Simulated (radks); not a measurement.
Results of a calculation; reference values are marked as such.
Trend from K to Kr: ionisation energy by Delta-SCF between NIST ground configurations, and size. Code: a radial shooting solver on a logarithmic mesh with Libxc functionals. Model: scalar-relativistic Kohn-Sham, BLYP, spin-unpolarised, spherical densities, finite nucleus; Fermi nuclear charge, rms radius of each element as measured or else 0.836 A^(1/3) + 0.57 fm.

species      configuration  configuration of the ion  IE (eV)  NIST (eV)  kind  -e(HOMO) (eV)
K                 [Ar] 4s1                      [Ar]    4.359      4.341  exp.     2.245 (4s)
Ca                [Ar] 4s2                  [Ar] 4s1    6.230      6.113  exp.     3.614 (4s)
Sc            [Ar] 3d1 4s2              [Ar] 3d1 4s1    6.824      6.561  exp.     3.106 (3d)
Ti            [Ar] 3d2 4s2              [Ar] 3d2 4s1    7.287      6.828  exp.     4.136 (3d)
V             [Ar] 3d3 4s2                  [Ar] 3d4    7.270      6.746  exp.     4.587 (4s)
Cr            [Ar] 3d5 4s1                  [Ar] 3d5    6.970      6.767  exp.     2.846 (3d)
Mn            [Ar] 3d5 4s2              [Ar] 3d5 4s1    8.401      7.434  exp.     5.023 (4s)
Fe            [Ar] 3d6 4s2              [Ar] 3d6 4s1    8.728      7.902  exp.     5.222 (4s)
Co            [Ar] 3d7 4s2                  [Ar] 3d8    6.630      7.881  exp.     5.415 (4s)
Ni            [Ar] 3d8 4s2                  [Ar] 3d9    6.497      7.640  exp.     5.601 (4s)
Cu           [Ar] 3d10 4s1                 [Ar] 3d10    8.276      7.726  exp.     4.651 (4s)
Zn           [Ar] 3d10 4s2             [Ar] 3d10 4s1    9.940      9.394  exp.     5.962 (4s)
Ga       [Ar] 3d10 4s2 4p1             [Ar] 3d10 4s2    5.669      5.999  exp.     2.514 (4p)
Ge       [Ar] 3d10 4s2 4p2         [Ar] 3d10 4s2 4p1    7.364      7.899  exp.     3.790 (4p)
As       [Ar] 3d10 4s2 4p3         [Ar] 3d10 4s2 4p2    9.031      9.789  exp.     5.066 (4p)
Se       [Ar] 3d10 4s2 4p4         [Ar] 3d10 4s2 4p3   10.705      9.752  exp.     6.369 (4p)
Br       [Ar] 3d10 4s2 4p5         [Ar] 3d10 4s2 4p4   12.400     11.814  exp.     7.709 (4p)
Kr                    [Kr]         [Ar] 3d10 4s2 4p5   14.126     14.000  exp.     9.093 (4p)

Reference values: NIST Atomic Spectra Database (measured). Spin polarisation and multiplet splitting are left out, so open shells lie too high by an amount that depends on their filling.

Beside tabulated values, note that spin-unpolarised runs miss the spin-polarisation part of the exchange energy of open shells.
